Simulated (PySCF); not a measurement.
Molecule: SMILES [BH2-]1[NH2+][BH2-][NH2+]1, B$_{2}$H$_{8}$N$_{2}$.

Structure with atom numbers: `[BH2-:1]1[NH2+:2][BH2-:3][NH2+:4]1`; H(Xn) means a hydrogen on atom n.

Spin–spin couplings on one PBE0-D3(BJ)/def2-SVP geometry, PySCF 2.14.0 with density-fitted response routines, gas phase, non-relativistic, equivalent pairs averaged (spin–dipole term only in couplings to heteroatoms); isotopes $^{11}$B, $^{1}$H, $^{15}$N; basis pcJ-1.

Task: How do the couplings (Hz) change with the functional? Times are CPU seconds on shared hosts with different chips, so compare them loosely.

Result: 
| functional | functions | $^{1}J$(B1,H(B1)) | $^{1}J$(N2,H(N2)) | $^{1}J$(B1,N2) | $^{2}J$(H(N2),H(N2)) | $^{2}J$(H(B1),H(B1)) | $^{2}J$(B1,H(N2)) | $^{2}J$(B1,B3) | core-s |
| --- | --- | --- | --- | --- | --- | --- | --- | --- | --- |
| HF | 188 | 133.3 | -93.9 | -15.2 | -26.9 | -14.4 | -7.8 | -4.8 | 9.4 |
| LDA | 188 | 89.5 | -61.6 | -3.4 | -6.2 | -4.8 | -1.2 | -2.2 | 8.1 |
| PBE | 188 | 111.7 | -69.6 | -6.2 | -8.6 | -7.9 | -2.3 | -3.0 | 11 |
| KT2 | 188 | 115.6 | -74.7 | -2.9 | -13.4 | -9.9 | -2.5 | -2.3 | 13 |
| B3LYP | 188 | 120.7 | -75.8 | -7.7 | -10.9 | -6.9 | -2.9 | -3.1 | 13 |
| PBE0 | 188 | 113.7 | -72.8 | -7.6 | -11.2 | -8.7 | -3.2 | -3.2 | 13 |
| B97-2 | 188 | 117.8 | -69.9 | -9.6 | -10.5 | -6.8 | -2.9 | -3.4 | 13 |
| BHandHLYP | 188 | 127.3 | -82.2 | -10.1 | -14.9 | -7.7 | -4.1 | -3.5 | 13 |
| CAM-B3LYP | 188 | 117.4 | -75.4 | -7.6 | -11.3 | -6.6 | -2.9 | -3.0 | 18 |
